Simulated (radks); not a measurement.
All-electron atom: the osmium ion Os+ in [Xe] 4f14 5d6 6s1. All-electron calculation, non-relativistic Kohn-Sham, RPBE, spin-polarised, spherical densities, point nucleus; open shells are filled with parallel spins first (spin-orbit coupling, left out, can overturn this in heavy ions); relativity is left out, which matters for an element this heavy. Program: a radial shooting solver on a logarithmic mesh with Libxc functionals.

X-ray form factor f0, the Fourier transform of the density (f0(0) = 75):

| sin(theta)/lambda (1/angstrom) | f0 (electrons) |
|---|---|
| 0.05 | 74.030 |
| 0.1 | 71.453 |
| 0.15 | 67.964 |
| 0.2 | 64.153 |
| 0.25 | 60.352 |
| 0.3 | 56.721 |
| 0.4 | 50.192 |
| 0.5 | 44.670 |
| 0.6 | 39.980 |
| 0.8 | 32.289 |
| 1 | 26.243 |
| 1.25 | 20.822 |
| 1.5 | 17.411 |
| 2 | 13.647 |
